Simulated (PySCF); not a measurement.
# Sc(9+): ionisation energy

Sc(9+) [Ne] 3s2 (1S) → Sc(10+) [Ne] 3s1 (2S), as a difference of total energies. Calculation: PySCF 2.14, in an even-tempered Gaussian basis (19 s from 0.49 bohr⁻², ratio 2.5; 12 p from 0.64 bohr⁻², ratio 2.5; 5 d from 2.8 bohr⁻², ratio 2.7; 4 f from 4.2 bohr⁻², ratio 2.7); scalar relativity by spin-free X2C-1e. Correlated levels: outer shells: 1s2 frozen; virtual orbitals above 40 to 60 times the deepest correlated orbital energy dropped. The calculations carry no spin-orbit coupling.

```csv
method,ionisation energy (eV)
UHF,222.90
MP2 (outer shells),224.82
SCS-MP2 (outer shells),225.01
CCSD (outer shells),225.21
CCSD(T) (outer shells),225.26
```

**Question.** How much does correlation contribute at CCSD(T) (outer shells)?

**Answer.** 225.26 − (222.90) = 2.36 eV, measured against UHF.

For comparison: 225.18 ± 0.05 eV (semi-empirical (NIST evaluation); NIST Atomic Spectra Database, ionization energies).
